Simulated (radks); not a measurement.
Dynamic dipole polarisability and lines of the silver ion Ag18+, [Ar] 3d10 4s1. All-electron calculation, non-relativistic Kohn-Sham, PBE, spin-polarised, spherical densities, point nucleus; open shells are filled with parallel spins first (spin-orbit coupling, left out, can overturn this in heavy ions). Program: a radial shooting solver on a logarithmic mesh with Libxc functionals. Time-dependent linear response with the Hartree and adiabatic LDA kernel, continuum included through the Sternheimer equations. Lines are the poles of the dipole polarisability below minus the highest occupied eigenvalue, found on a grid refined at the orbital gaps; the lowest seven at most are given, and weak or close lines can be missed. The first line takes the name of the lowest orbital gap if no other gap lies below it; otherwise a line is named after a gap within 0.6 % of it, if that gap stands alone.

photon energy (eV)  alpha (bohr^3)
0                           0.2956
23.591                      0.4495
55.045                     -0.2307
86.499                    -0.03478
117.95                    0.001638
149.41                     0.01687
180.86                     0.02739
212.32                     0.05059
243.77                     0.01552
275.23                     0.02843
306.68                     0.04227
338.13                     0.03999
369.59                     0.05915
401.04                     0.01669
432.50                     0.04564
463.95                     0.07292

Lines (eV, oscillator strength): 38.876 (31.89 nm, 4s-4p), f = 0.539; 224.88 (5.513 nm, 4s-5p), f = 0.193; 315.55 (3.929 nm, 4s-6p), f = 0.0617; 364.48 (3.402 nm, 4s-7p), f = 0.0276; 385.52 (3.216 nm, unassigned), f = 0.381; 394.19 (3.145 nm, unassigned), f = 0.0207; 413.64 (2.997 nm, 4s-9p), f = 0.0116. Higher lines, where found, are left out when the end of the mesh affects them. Those listed give 91 % of the static polarisability (sum of f/w^2). Orbital energy gaps for comparison: 4s-4p 36.458 eV; 4s-5p 225.94 eV; 4s-6p 316.00 eV; 4s-7p 364.72 eV; 3d-4p 380.58 eV.
